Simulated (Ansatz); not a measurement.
Basis-set extrapolation for CH5ClOSi, SMILES `CO[SiH2]Cl` (PBE0-D4/def2-TZVP geometry, frozen core, Ansatz). Multiplicity 1, RHF reference.

|  | def2-TZVPP | def2-QZVPP |
| --- | --- | --- |
| HF | -864.239109 | -864.267103 |
| MP2 correlation | -0.722756 | -0.782781 |
| CCSD(T) correlation | -0.796197 | not run |

Energies in hartree. Use E(X) = E(∞) + A·exp(−7.88·√X) for Hartree–Fock and E(X) = E(∞) + B·X^(−2.97) for correlation, with X = 3 and 4, and add CCSD(T) minus MP2 of the smaller set to the MP2 limit.

**Question.** What is the CCSD(T) energy at the basis-set limit?

**Answer.** HF limit: -864.267103 + (-0.027994) × 0.13774 = -864.27096. MP2 limit: -0.782781 + (-0.060025) × 0.74074 = -0.82724. Higher-order term: -0.796197 − (-0.722756) = -0.07344. Total: -865.17164 hartree, 357.9 kJ/mol below CCSD(T)/def2-TZVPP.
